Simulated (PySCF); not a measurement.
C$_{2}$H$_{3}$O (SMILES [CH2]C=O), doublet (typed; the unrestricted solution is spin-contaminated), at a GFN2-xTB geometry, with bond 1-2 at 2.2 times its length; PBE/STO-3G in PySCF.

The PySCF input:
```python
from pyscf import gto, scf, dft

mol = gto.Mole()
mol.atom = '''
    O     2.372357    0.112336   -1.130665
    C     0.040807    0.357824    0.205885
    H    -0.136440    1.236323    0.851899
    C    -1.013430   -0.577298    0.147867
    H    -1.923061   -0.430955    0.701326
    H    -0.909579   -1.458429   -0.462633
'''
mol.basis = 'sto-3g'
mol.charge = 0
mol.spin = 1
mol.verbose = 5
mol.build()

mf = dft.UKS(mol)
mf.xc = 'pbe'
mf.kernel()
mo_i, mo_e, stable_i, stable_e = mf.stability(internal=True, external=False, return_status=True, nroots=6, tol=1e-6)
print('internally stable:', stable_i, ' externally stable:', stable_e)
if not stable_i:
    umf = mf.copy()
    umf.scf_summary = {}
    umf.kernel(umf.make_rdm1(mo_i, mf.mo_occ))
mf.analyze()
```

Output, abridged:

```
PySCF version 2.14.0

[INPUT] verbose = 5
[INPUT] max_memory = 4000
[INPUT] num. atoms = 6
[INPUT] num. electrons = 23
[INPUT] charge = 0
[INPUT] spin (= nelec alpha-beta = 2S) = 1
[INPUT] symmetry False subgroup None
[INPUT] Mole.unit = angstrom
[INPUT] Symbol           X                Y                Z      unit          X                Y                Z       unit  Magmom
[...]
[INPUT] ---------------- BASIS SET ----------------
[INPUT] l, kappa, [nprim/nctr], expnt,             c_1 c_2 ...
[INPUT] H
[...]
                                0.62391373        0.53532814
                                0.1688554         0.44463454
[INPUT] C
[...]
                                13.045096         0.53532814
                                3.5305122         0.44463454
[...]
                                0.6834831         0.39951283
                                0.2222899         0.70011547
[...]
                                0.6834831         0.60768372
                                0.2222899         0.39195739
[INPUT] O
[...]
                                23.808861         0.53532814
                                6.4436083         0.44463454
[...]
                                1.1695961         0.39951283
                                0.380389          0.70011547
[...]
                                1.1695961         0.60768372
                                0.380389          0.39195739

nuclear repulsion = 46.9773820944609
number of shells = 12
number of NR pGTOs = 54
number of NR cGTOs = 18
basis = sto-3g
ecp = {}

******** <class 'pyscf.dft.uks.UKS'> ********
method = UKS
initial guess = minao
damping factor = 0
level_shift factor = 0
DIIS = <class 'pyscf.scf.diis.CDIIS'>
diis_start_cycle = 1
diis_space = 8
diis_damp = 0
SCF conv_tol = 1e-09
SCF conv_tol_grad = None
SCF max_cycles = 50
direct_scf = True
direct_scf_tol = 1e-13
number electrons alpha = 12  beta = 11
XC library pyscf.dft.libxc version 7.1.2
    S. Lehtola, C. Steigemann, M. J. T. Oliveira, and M. A. L. Marques,  SoftwareX 7, 1–5 (2018)
XC functionals = pbe
    J. P. Perdew, K. Burke, and M. Ernzerhof,  Phys. Rev. Lett. 77, 3865 (1996)
    J. P. Perdew, K. Burke, and M. Ernzerhof,  Phys. Rev. Lett. 78, 1396 (1997)
    J. P. Perdew, K. Burke, and M. Ernzerhof,  Phys. Rev. Lett. 77, 3865 (1996)
    J. P. Perdew, K. Burke, and M. Ernzerhof,  Phys. Rev. Lett. 78, 1396 (1997)
radial grids:
    Treutler-Ahlrichs [JCP 102, 346 (1995); DOI:10.1063/1.469408] (M4) radial grids

becke partition: Becke, JCP 88, 2547 (1988); DOI:10.1063/1.454033
pruning grids: <function nwchem_prune>
grids dens level: 3
symmetrized grids: False
atomic radii adjust function: <function treutler_atomic_radii_adjust>
small_rho_cutoff = 0
Set gradient conv threshold to 3.16228e-05
atom O rad-grids = 75, ang-grids = [ 50  50  50  50  50  50  50  50  50  50  50  50  50  50  50  50  50  50
  50  50  50  50  50  86  86  86  86  86  86  86  86  86 266 266 266 266
 266 266 266 302 302 302 302 302 302 302 302 302 302 302 302 302 302 302
 302 302 302 302 302 266 266 266 266 266 266 266 266 266 266 266 266 266
 266 266 266]
atom C rad-grids = 75, ang-grids = [ 50  50  50  50  50  50  50  50  50  50  50  50  50  50  50  50  50  50
  50  50  50  50  86  86  86  86  86  86  86  86  86  86 266 266 266 266
 266 266 302 302 302 302 302 302 302 302 302 302 302 302 302 302 302 302
 302 302 302 302 266 266 266 266 266 266 266 266 266 266 266 266 266 266
 266 266 266]
atom H rad-grids = 50, ang-grids = [ 50  50  50  50  50  50  50  50  50  50  50  50  50  50  50  86  86  86
  86 266 266 266 266 266 302 302 302 302 302 302 302 302 302 302 302 302
 302 266 266 266 266 266 266 266 266 266 266 266 266 266]
tot_boxes 2496, boxes in each direction [14 11 10]
Padding 2 grids
tot grids = 71744
nelec by numeric integration = [11.38203957 11.38203957]
E1 = -297.233828210724  E2 = 99.63998992059949  Ecoul = 119.75645114825522  Exc = -20.116461227655734
init E= -150.616456195664
cond(S) = 9.687066442820223
[...]
SCF not converged.
<class 'pyscf.dft.uks.UKS'> wavefunction is stable in the internal stability analysis
internally stable: True  externally stable: None
Total Energy =                        -150.761994090382643
[...]
3 C 2pz          0.05391   0.38218   0.21671   0.52320   0.07487
4 H 1s          -0.31364   0.50140   0.04373  -0.00101   0.23943
5 H 1s          -0.35655  -0.29801  -0.41620   0.00062  -0.14646
               #11       #12       #13       #14       #15
0 O 1s          -0.00006   0.00000   0.00015  -0.00000   0.00003
0 O 2s           0.00169  -0.00003  -0.00652   0.00000  -0.00167
0 O 2px          0.05962   0.38605   0.90170   0.01638   0.00551
0 O 2py          0.83306  -0.52242   0.17635  -0.02089   0.00449
0 O 2pz          0.54326   0.75881  -0.33766   0.03217   0.00003
1 C 1s           0.00058  -0.00001  -0.00155   0.00000   0.00683
1 C 2s          -0.03943   0.00057   0.09867  -0.00001  -0.31999
1 C 2px         -0.05907   0.00536   0.14119  -0.26533   0.05240
1 C 2py          0.00655  -0.00583  -0.01562   0.33160  -0.37762
1 C 2pz          0.03400   0.00859  -0.08133  -0.52372  -0.26565
2 H 1s           0.00782   0.00011  -0.04320  -0.00001   0.62766
3 C 1s          -0.00029   0.00001   0.00046  -0.00000   0.00119
3 C 2s           0.01175  -0.00031  -0.01393   0.00000  -0.08107
3 C 2px          0.01603  -0.01837  -0.02274   0.29012   0.23662
3 C 2py          0.01139   0.02230  -0.01915  -0.36260  -0.13033
3 C 2pz         -0.00282  -0.03558  -0.00091   0.57270  -0.20238
4 H 1s          -0.02019   0.00034   0.04037  -0.00001   0.34873
5 H 1s           0.00887  -0.00008  -0.02590  -0.00000  -0.21338
               #16       #17       #18
0 O 1s           0.00002   0.00014  -0.00003
0 O 2s          -0.00092  -0.00601   0.00117
0 O 2px          0.00133   0.01440  -0.00562
0 O 2py         -0.00331  -0.00232  -0.00524
0 O 2pz         -0.00275  -0.00874  -0.00046
1 C 1s           0.00370   0.00791   0.00312
1 C 2s          -0.12634  -0.35876  -0.16960
1 C 2px          0.13617   0.37239   0.23378
1 C 2py          0.05535   0.05468   0.47426
1 C 2pz         -0.03393  -0.15402   0.18186
2 H 1s           0.09850   0.22956  -0.24664
3 C 1s          -0.01306  -0.00356  -0.00370
3 C 2s           0.63008   0.17475   0.19694
3 C 2px         -0.15433   0.06957   0.58149
3 C 2py         -0.18871   0.55476   0.10327
3 C 2pz         -0.04131   0.31601  -0.22918
4 H 1s          -0.45187  -0.23048   0.36043
5 H 1s          -0.53763   0.39582  -0.16632

To work with the spin densities directly, `use mulliken_meta_spin()` only printing them here.

 ** Mulliken spin pop alpha/beta on meta-lowdin orthogonal AOs **
 ** Mulliken Spin Density (per AO)  **
spin_pop of  0 O 1s       -0.00000
spin_pop of  0 O 2s       -0.00074
spin_pop of  0 O 2px       0.93834
spin_pop of  0 O 2py       0.29814
spin_pop of  0 O 2pz       0.67323
spin_pop of  1 C 1s       -0.00001
spin_pop of  1 C 2s       -0.19007
spin_pop of  1 C 2px      -0.49302
spin_pop of  1 C 2py      -0.05787
spin_pop of  1 C 2pz      -0.25181
spin_pop of  2 H 1s       -0.01386
spin_pop of  3 C 1s       -0.00001
spin_pop of  3 C 2s        0.00981
spin_pop of  3 C 2px       0.02091
spin_pop of  3 C 2py       0.03915
spin_pop of  3 C 2pz       0.08739
spin_pop of  4 H 1s       -0.04254
spin_pop of  5 H 1s       -0.01704
 ** Mulliken Spin Density (per atom)  **
spin density of  0 O =      1.90896
spin density of  1 C =     -0.99278
spin density of  2 H =     -0.01386
spin density of  3 C =      0.15726
spin density of  4 H =     -0.04254
spin density of  5 H =     -0.01704
 ** Mulliken pop alpha/beta on meta-lowdin orthogonal AOs **
 ** Mulliken pop       alpha | beta **
[...]
In total            12.00000 | 11.00000
 ** Mulliken atomic charges   ( Nelec_alpha | Nelec_beta ) **
charge of  0O =      0.00741  (     4.95078      3.04182 )
charge of  1C =     -0.03928  (     2.52325      3.51603 )
charge of  2H =      0.05197  (     0.46709      0.48095 )
charge of  3C =     -0.13976  (     3.14851      2.99125 )
charge of  4H =      0.06345  (     0.44701      0.48954 )
charge of  5H =      0.05622  (     0.46337      0.48041 )
Dipole moment(X, Y, Z, Debye): -0.34365,  0.10874,  0.24326
```

Convergence was not reached.
